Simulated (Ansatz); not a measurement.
Total energies of SnEt3F (C₆H₁₅FSn) from Ansatz at PBE0-D4/def2-TZVP, gas phase (1 Eh = 27.2114 eV = 2625.5 kJ/mol). The reference geometry is relaxed at PBE0-D4/def2-SVP.

```
                 state                     geometry  energy (Eh)
      charge 0 singlet                    reference   -551.60804
      charge 1 doublet                    reference   -551.27382
      charge 1 doublet  relaxed at PBE0-D4/def2-SVP   -551.30030
free Sn atom (triplet)                            –   -214.25870
 free C atom (triplet)                            –    -37.80537
 free H atom (doublet)                            –     -0.50104
 free F atom (doublet)                            –    -99.67617
```

In the def2 sets Sn takes a core potential; there is no spin–orbit coupling.

(1) Work out the vertical ionisation energy to the doublet.

(2) How much does the charge 1 doublet relax, and what is the adiabatic ionisation energy?

(3) What is the binding energy per atom against free atoms?

(1) E(charge 1 doublet) − E(charge 0 singlet) = -551.27382 − (-551.60804) = 0.33422 Eh = 9.09 eV. For comparison, −ε of the highest occupied level is 7.40 eV at this level, 1.69 eV less.

(2) Relaxation: -551.27382 − (-551.30030) = 0.02648 Eh = 0.72 eV. Adiabatic ionisation energy: 0.30774 Eh = 8.37 eV, without zero-point energy. 

(3) Atoms: 1 × (-214.25870) + 6 × (-37.80537) + 15 × (-0.50104) + 1 × (-99.67617) = -548.28269 Eh. Binding: -548.28269 − (-551.60804) = 3.32535 Eh = 90.49 eV, or 3.93 eV for each of 23 atoms (no zero-point energy, no counterpoise term).
